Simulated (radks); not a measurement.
Question: These are the eigenvalues of the occupied orbitals of an atom or ion with whole-number occupations (hartree). Calculated with a radial shooting solver on a logarithmic mesh with Libxc functionals: scalar-relativistic Kohn-Sham, LDA (Slater exchange, VWN5 correlation), spin-polarised, spherical densities, finite nucleus; Fermi nuclear charge, rms radius of each element as measured or else 0.836 A^(1/3) + 0.57 fm.

orbital  eigenvalue
1s        -2155.223
2s        -527.2298

Which element is it, and in what charge state? The configuration may be excited. Open shells, if any, are filled with parallel spins first.

Answer: Z = 65, terbium, charge +61: Tb61+ in [He] 2s2. The 1s level, -2155.2 hartree, gives Z - s = 65.7 by -(Z - s)^2/2, which with screening and relativity narrows Z to a few neighbours, and with so few levels the electron count can be read from the list.
